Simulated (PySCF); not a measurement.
# Computed spin Hamiltonian

Compound: H₁₁N₂Si₄ (doublet state).
Z-matrix (Å and degrees, GFN2-xTB geometry), rows numbered from 1:
```
N 
Si  1  1.7398
Si  2  2.2751  1  107.77
N   3  1.7625  2  104.45  1  -167.83
Si  4  1.7329  3  120.40  2  -100.95
Si  4  1.7321  3  118.98  2    90.18
H   1  1.0065  2  120.47  3   168.81
H   1  1.0070  2  119.61  3   -49.68
H   2  1.4787  1   99.27  3  -129.74
H   3  1.4797  2  126.21  1   -47.55
H   3  1.4756  2  109.96  1    77.83
H   5  1.4611  4  108.08  3   151.40
H   5  1.4620  4  107.02  3    32.38
H   5  1.4667  4  110.72  3   -87.87
H   6  1.4666  4  111.12  3    88.36
H   6  1.4647  4  106.63  3   -31.31
H   6  1.4605  4  108.36  3  -150.36
```

The hyperfine couplings belong to this conformer and change with its torsions.

As a line formula: `N[SiH][SiH2]N([SiH3])[SiH3]` [radical].

Computed, not measured: UKS B3LYP, pcH-1 on H N Si, non-relativistic, mean-field spin-orbit, GIAO (PySCF 2.14.0). The structure is a single GFN2-xTB conformer in the gas phase; no vibrational or solvent corrections. A GFN2-xTB geometry isn't a minimum of the functional, and hyperfine couplings can be far from their values at a DFT geometry, by a factor of two or more for some ions and for spin on atoms past the first row. The SCF solution wasn't tested for stability.

- g1, g2, g3: 2.00187, 2.00239, 2.00440
- g_iso: 2.00289
- Form of g: rhombic: the two nearest values differ by 21 % of g3 − g1
- ⟨S²⟩: 0.7529 (exact 0.7500)
- α and β electrons: 41, 40
- HOMO–LUMO gap, α and β orbitals: 4.03, 4.50 eV
- Basis functions: 300

Hyperfine couplings atom by atom, in mT; T1 to T3 are the principal values of the dipolar part; ρ(0) is the spin density at the nucleus (MHz turned into mT with g_iso):

| atom | isotope | a_iso | of which spin–orbit | T1 | T2 | T3 | Mulliken spin population | ρ(0) (bohr⁻³) |
| --- | --- | --- | --- | --- | --- | --- | --- | --- |
| N1 | 14N | 0.29 | 0.00 | -0.36 | -0.35 | 0.71 | 0.16 | 0.0250 |
| Si2 | 29Si | -13.67 | 0.03 | -4.75 | 2.34 | 2.42 | 0.72 | 0.4322 |
| Si3 | 29Si | -4.25 | 0.01 | -0.72 | 0.28 | 0.44 | 0.07 | 0.1342 |
| N4 | 14N | -0.03 | 0.00 | -0.01 | 0.00 | 0.01 | 0.00 | -0.0026 |
| Si5 | 29Si | -0.13 | 0.00 | -0.02 | 0.01 | 0.01 | 0.00 | 0.0042 |
| Si6 | 29Si | -0.05 | 0.00 | -0.03 | 0.01 | 0.02 | 0.00 | 0.0016 |
| H7 | 1H | -0.41 | 0.00 | -0.42 | -0.12 | 0.54 | -0.01 | -0.0026 |
| H8 | 1H | -0.34 | 0.00 | -0.41 | -0.13 | 0.54 | -0.01 | -0.0022 |
| H9 | 1H | 2.31 | 0.00 | -0.25 | 0.02 | 0.23 | 0.02 | 0.0145 |
| H10 | 1H | 2.51 | 0.00 | -0.09 | -0.02 | 0.11 | 0.04 | 0.0157 |
| H11 | 1H | -0.23 | 0.00 | -0.09 | -0.04 | 0.14 | -0.01 | -0.0015 |
| H12 | 1H | 0.00 | 0.00 | -0.02 | -0.02 | 0.04 | 0.00 | 0.0000 |
| H13 | 1H | 0.08 | 0.00 | -0.05 | -0.04 | 0.09 | 0.00 | 0.0005 |
| H14 | 1H | 0.09 | 0.00 | -0.02 | -0.01 | 0.03 | 0.00 | 0.0006 |
| H15 | 1H | 0.01 | 0.00 | -0.02 | -0.01 | 0.03 | 0.00 | 0.0001 |
| H16 | 1H | 0.01 | 0.00 | -0.05 | -0.04 | 0.09 | 0.00 | 0.0001 |
| H17 | 1H | 0.00 | 0.00 | -0.02 | -0.02 | 0.04 | 0.00 | 0.0000 |

The Mulliken spin populations are largest on Si2 (+0.72), N1 (+0.16) and Si3 (+0.07). The angles at Si2 add up to 330.5°, so it is pyramidal.

Under fast tumbling the dipolar parts average out, and these isotropic splittings remain: 1 × 1H (H9, I = 1/2, 2 lines) with 2.31 mT, 2 × 1H (H10/H11, I = 1/2, 3 lines) with 1.14 mT, 2 × 1H (H7/H8, I = 1/2, 3 lines) with 0.38 mT, 1 × 14N (N1, I = 1, 3 lines) with 0.29 mT and 3 × 1H (H12/H13/H14, I = 1/2, 4 lines) with 0.06 mT.

Nuclei that the bonding pattern makes equivalent are averaged, as if the motion that swaps them (rotation, inversion, ring flip) were fast. Si5 and Si6, with what hangs on them, aren't averaged: N4 is flat or nearly so (angle sum 359°), and its turn about the short N4–Si3 bond (1.76 Å) is taken as slow. The 1H value of +31.9 MHz is a mean of couplings from -6.5 to 70.4 MHz in this one geometry, not an average over conformers.

The 29Si coupling of Si2 (-383.3 MHz) shows only in satellite lines or after enrichment, since that isotope makes up about 4.7 % of natural silicon.

Time: 2.1 min wall (with the writing of density and orbital grids); peak memory 1.0 GiB. Hardware: one thread of an Arm Neoverse V2, no GPU, on a shared host.
